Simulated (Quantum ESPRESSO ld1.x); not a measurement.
Question: Radial electron density D(r) = 4 pi r^2 rho(r) of an atom or ion with 46 electrons. All-electron calculation, non-relativistic Kohn-Sham, LDA (Slater exchange, VWN5 correlation), spin-polarised, spherical densities, point nucleus. Program: ld1.x of Quantum ESPRESSO 7.5.

r (bohr),D(r) (e/bohr)
0.0009426,1.601
0.001071,2.036
0.001227,2.622
0.001406,3.368
0.001598,4.249
0.001831,5.422
0.002098,6.889
0.002384,8.593
0.002732,10.81
0.00313,13.52
0.003557,16.58
0.004075,20.43
0.004632,24.67
0.005306,29.83
0.006079,35.65
0.006909,41.65
0.007916,48.42
0.009069,55.33
0.01031,61.64
0.01181,67.70
0.01353,72.63
0.01538,75.83
0.01762,77.37
0.02018,76.98
0.02294,75.14
0.02628,72.40
0.03011,70.03
0.03422,69.40
0.03921,71.56
0.04492,77.14
0.05105,84.93
0.05849,94.11
0.06648,101.1
0.07616,104.4
0.08726,101.9
0.09917,95.22
0.1136,86.82
0.1302,81.33
0.148,81.36
0.1695,86.01
0.1942,90.58
0.2207,89.27
0.2529,78.82
0.2897,61.51
0.3293,45.36
0.3772,35.10
0.4322,33.89
0.4912,37.36
0.5628,39.55
0.6448,36.04
0.7328,27.93
0.8396,17.64
0.9542,9.500
1.093,3.986
1.252,1.320
1.424,0.3673
1.631,0.07110
1.868,0.009905
2.124,0.001102

What is the nuclear charge?

Answer: Z = 61. The innermost maximum, from 1s, lies near 1/Z = 0.0164 bohr (found: 0.0183), and its height grows with Z. The density is that of the promethium ion Pm15+ in [Kr] 4d10; the configuration itself is not fixed sharply by these data, and Z only to a few units. D(r) has 4 maxima, at r = 0.0183, 0.0768, 0.202, 0.558 bohr, and minima at 0.0334, 0.139, 0.412 bohr, inside which lie 1.98, 11.48, 29.08 electrons.
